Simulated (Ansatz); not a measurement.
The cluster H3W2. Charge 0, multiplicity 4. Geometry PBE-D4/def2-TZVP; atoms count from 1.

```xyz
5

W     0.412    0.190   -0.730
W    -0.650   -0.339    1.163
H    -0.985    0.856   -1.490
H    -0.272   -2.003    1.027
H     1.496    1.295    0.029
```

In the def2 sets W takes a core potential; there is no spin–orbit coupling. At PBE0-D4/def2-TZVP a doublet of charge 0 lies 0.45 eV below the quartet, each at its own geometry. The structure comes from a short search, and lower isomers may exist.

**Question.** Estimate the Mulliken populations from the PBE0/def2-TZVP orbitals of Ansatz.

**Answer.** 
| atom | charge (e) | spin (α − β) | d electrons |
| --- | --- | --- | --- |
| W1 | 0.12 | 0.75 | 4.66 |
| W2 | 0.17 | 2.32 | 4.70 |
| H3 | -0.10 | -0.01 | – |
| H4 | -0.09 | -0.05 | – |
| H5 | -0.10 | -0.01 | – |
Mulliken values depend strongly on the basis.

**Question.** Where does the spin sit?

**Answer.** Summed by element: W 3.06, H -0.06, of 3 unpaired in all. Largest on single atoms: W2 2.32, W1 0.75, H4 -0.05.

**Question.** And the Mayer bond orders between heavy atoms (over 0.3)?

**Answer.** W1–W2 3.04 (2.23 Å).
